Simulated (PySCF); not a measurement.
C2H6ClGe, SMILES [CH3][Ge]([CH3])[Cl] (connectivity only; charge and spin as stated), charge +1, multiplicity 1.

Geometry optimised at B3LYP-D3(BJ)/def2-SVP. The multiplicity is an assumed one; no other spin state was optimised. The isomer is the one that the SMILES or the coordinates give; other isomers of the formula were not compared.

These are B3LYP/def2-TZVP (PySCF) values and carry that method's errors.

Gas-phase values at a fixed geometry.

```json
{
  "total_energy": "-2616.90584 hartree",
  "highest_occupied_level": "-13.89 eV",
  "lowest_empty_level": "-8.22 eV",
  "orbital_gap": "5.67 eV",
  "dipole_moment_about_the_centre_of_nuclear_charge": "3.38 D",
  "mean_static_polarisability": "60.6 bohr³ (8.98 Å³)",
  "polarisability_principal_values": "42.9, 67.8, 71.1 bohr³"
}
```
